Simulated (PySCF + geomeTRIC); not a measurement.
These are PBE0-D4/def2-TZVP (PySCF + geomeTRIC) values and carry that method's errors. fastk is a local helper that only speeds up exchange builds. No frequencies were computed at this level.

```python
import json, numpy as np
from pyscf import gto, dft
from fastk import lowrank_exchange
atoms = """
F     -1.132825    -1.308861    -0.536191
Ga     0.000016    -0.000108    -0.463997
F      1.689180    -0.301744    -0.702951
F     -0.556378     1.610709    -0.152104
"""
def scf(charge, spin, dm0=None):
    mol = gto.M(atom=atoms, basis='def2-tzvp', ecp={}, charge=charge, spin=spin, verbose=3, max_memory=5040)
    mf = dft.KS(mol, xc='pbe0').density_fit(auxbasis="def2-universal-jkfit")
    mf.disp = 'd4'
    mf.grids.level = 3
    mf.conv_tol = 1e-8
    mf.max_cycle = 60
    mf.kernel(dm0)
    if not mf.converged:
        mf = mf.newton().run(mf.mo_coeff, mf.mo_occ).undo_soscf()
    return mf
mf = scf(0, 0)
from pyscf.geomopt.geometric_solver import kernel as optimize
path = []
done, mol = optimize(mf, maxsteps=80, assert_convergence=False, callback=lambda env: path.append((env["energy"], bool(env["g_scanner"].converged))))
res = dict(converged=bool(done and path[-1][1]), energy=path[-1][0], path=[e for e, c in path], xyz=mol.atom_coords(unit="Angstrom").tolist(), nao=mol.nao)
json.dump(res, open("result.json", "w"))
```

Output:

```
converged SCF energy = -2224.10290296971
Geometry optimization cycle 1
converged SCF energy = -2224.10290297108
cycle 1: E = -2224.10290297  dE = -2224.1  norm(grad) = 0.00867203
Geometry optimization cycle 2
converged SCF energy = -2224.10302385663
cycle 2: E = -2224.10302386  dE = -0.000120886  norm(grad) = 0.000281956
Geometry optimization cycle 3
converged SCF energy = -2224.10302326585
cycle 3: E = -2224.10302327  dE = 5.90787e-07  norm(grad) = 0.000357936
Geometry optimization cycle 4
converged SCF energy = -2224.10302339927
cycle 4: E = -2224.1030234  dE = -1.33425e-07  norm(grad) = 0.000664771
Geometry optimization cycle 5
converged SCF energy = -2224.10302401972
cycle 5: E = -2224.10302402  dE = -6.20451e-07  norm(grad) = 0.000509792
<class 'geometric.internal.Distance'> : 3
<class 'geometric.internal.Angle'> : 2
<class 'geometric.internal.OutOfPlane'> : 1
<class 'geometric.internal.TranslationX'> : 1
<class 'geometric.internal.TranslationY'> : 1
<class 'geometric.internal.TranslationZ'> : 1
<class 'geometric.internal.RotationA'> : 1
<class 'geometric.internal.RotationB'> : 1
<class 'geometric.internal.RotationC'> : 1
Step    0 : Gradient = 4.336e-03/5.099e-03 (rms/max) Energy = -2224.1029029711
Step    1 : Displace = 7.178e-03/8.398e-03 (rms/max) Trust = 1.000e-01 (=) Grad = 1.410e-04/1.913e-04 (rms/max) E (change) = -2224.1030238566 (-1.209e-04) Quality = 1.027
Step    2 : Displace = 1.766e-03/3.030e-03 (rms/max) Trust = 1.414e-01 (+) Grad = 1.790e-04/2.084e-04 (rms/max) E (change) = -2224.1030232658 (+5.908e-07) Quality = -0.353
Step    3 : Displace = 3.910e-04/5.153e-04 (rms/max) Trust = 8.828e-04 (-) Grad = 3.324e-04/4.156e-04 (rms/max) E (change) = -2224.1030233993 (-1.334e-07) Quality = 0.039
Step    4 : Displace = 3.800e-04/6.271e-04 (rms/max) Trust = 1.955e-04 (-) Grad = 2.376e-04/2.683e-04 (rms/max) E (change) = -2224.1030240197 (-6.205e-07) Quality = 0.710
Converged! =D
```

Cost: roughly 29 core-seconds.
